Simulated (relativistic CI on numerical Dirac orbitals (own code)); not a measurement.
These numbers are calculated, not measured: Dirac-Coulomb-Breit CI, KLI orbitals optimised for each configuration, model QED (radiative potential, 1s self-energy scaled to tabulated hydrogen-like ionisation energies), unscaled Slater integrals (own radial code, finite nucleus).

Configuration list (outside the closed core [Ne]): 3s2, 3s 3p, 3p2, 3s 3d, 3d2, 3p 3d, 3p 4s, 3s 4s, 3s 4p, 3d 4s, 3s 4d, 3s 4f, 3s 5s, 3s 5p, 3s 5d, 4s2, 3s 5f, 3s 5g, 3s 6s, 3s 6p, 3s 6d. Levels of other configurations are missing.

At this charge configurations can still be misplaced by up to about 7 % of their energy. 61 of the 65 excited levels that our extract of the measured tables holds in this range could be paired (the sources list more); they are missed by 2782 cm⁻¹ on average and 15108 at most, and levels without a partner can miss by more.

Outline of the computed level scheme of K VIII. Lowest level of each configuration: 3s2 1S_0 at 0.0000 eV; 3s 3p 3P°_0 at 15.7026 eV; 3p2 1D_2 at 37.1108 eV; 3s 3d 3D_1 at 45.8969 eV; 3p 3d 3F°_2 at 62.4163 eV; 3s 4s 3S_1 at 78.3868 eV; 3s 4p 3P°_0 at 85.8899 eV; 3d2 3F_2 at 92.4324 eV; 3s 4d 3D_1 at 95.7252 eV.

Some strong electric-dipole decays among the lowest 44 levels: 3s 4s 1S_0 → 3s 3p 1P°_1 (3.6e+10 s⁻¹); 3d2 3P_0 → 3p 3d 3P°_1 (2.6e+10 s⁻¹); 3s 4s 3S_1 → 3s 3p 3P°_2 (2.6e+10 s⁻¹); 3s 4p 1P°_1 → 3s2 1S_0 (2.3e+10 s⁻¹); 3s 3d 1D_2 → 3s 3p 1P°_1 (2.3e+10 s⁻¹); 3s 4d 3D_3 → 3s 3p 3P°_2 (2.1e+10 s⁻¹); 3p 3d 1F°_3 → 3p2 1D_2 (1.7e+10 s⁻¹); 3p 3d 3D°_3 → 3p2 3P_2 (1.7e+10 s⁻¹).
